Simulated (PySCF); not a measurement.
An unknown gives this computed stick spectrum. Method: TDDFT CAM-B3LYP/def2-SVPD, vertical, gas phase, core orbitals frozen in the response (PySCF 2.14.0, density-fitted response routines). Geometries: GFN2-xTB, one conformer each.

```json
{"state": "S1", "E (eV)": "7.82", "f": "0.014", "main configurations (H = HOMO, L = LUMO)": "H→L (68%)"}
{"state": "S2", "E (eV)": "8.16", "f": "0.0072", "main configurations (H = HOMO, L = LUMO)": "H-2→L (21%), H-1→L (17%), H→L+1 (10%)"}
{"state": "S3", "E (eV)": "8.21", "f": "0.0061", "main configurations (H = HOMO, L = LUMO)": "H→L+4 (26%), H-2→L+1 (18%), H→L+1 (13%)"}
{"state": "S4", "E (eV)": "8.32", "f": "0.058", "main configurations (H = HOMO, L = LUMO)": "H→L+2 (49%), H-1→L+1 (8%)"}
{"state": "S5", "E (eV)": "8.33", "f": "0.034", "main configurations (H = HOMO, L = LUMO)": "H-1→L (42%), H→L+2 (19%), H→L (11%)"}
{"state": "S6", "E (eV)": "8.52", "f": "0.036", "main configurations (H = HOMO, L = LUMO)": "H-2→L (26%), H→L+6 (9%), H-1→L+4 (8%)"}
{"state": "S7", "E (eV)": "8.67", "f": "0.021", "main configurations (H = HOMO, L = LUMO)": "H→L+1 (42%), H-1→L+1 (9%)"}
{"state": "S8", "E (eV)": "8.87", "f": "0.089", "main configurations (H = HOMO, L = LUMO)": "H→L+6 (29%), H-1→L+4 (10%), H-3→L (9%)"}
```

Triplets computed (Tamm–Dancoff): 7.61, 7.71, 7.83 eV.

Question: Which candidate is it? All have the formula C2H9FO2Si2.
A. `CO[Si@@H](C)O[SiH2]F`
B. `CO[SiH2]O[SiH2]CF`
C. `CCO[SiH2]O[SiH2]F`

Answer: A. Its S1, at 7.82 eV, is the highest among the candidates; the nearest of the others has S1 at 7.45 eV. S1 is HOMO→LUMO (68%). Löwdin shares by element: HOMO oxygen 35% or more, silicon 15% or more, hydrogen 12% or more, carbon 12% or more (atoms not listed hold the other 26%); LUMO silicon 39%, carbon 12% or more, hydrogen 6% or more (atoms not listed hold the other 43%). At the same level the other candidates give, for their lowest levels:
- `CO[SiH2]O[SiH2]CF`: 7.15 eV (f 0.014); 7.40 eV (f 0.007); 7.68 eV (f 0.011); 7.88 eV (f 0.002); 8.01 eV (f 0.025); T1 6.70 eV; HOMO -9.64, LUMO 0.93 eV
- `CCO[SiH2]O[SiH2]F`: 7.45 eV (f 0.002); 7.75 eV (f 0.021); 8.22 eV (f 0.010); 8.34 eV (f 0.024); 8.43 eV (f 0.003); T1 7.13 eV; HOMO -9.71, LUMO 1.11 eV

Conformer computed: `[CH3:1][O:2][Si@@H:3]([CH3:4])[O:5][SiH2:6][F:7]`: C1–O2–Si3–C4 -164°, O2–Si3–O5–Si6 -43°, Si3–O5–Si6–F7 -18°.

Without π bonds the low states are Rydberg-like; a valence basis with one diffuse set may place them up to an eV too high.
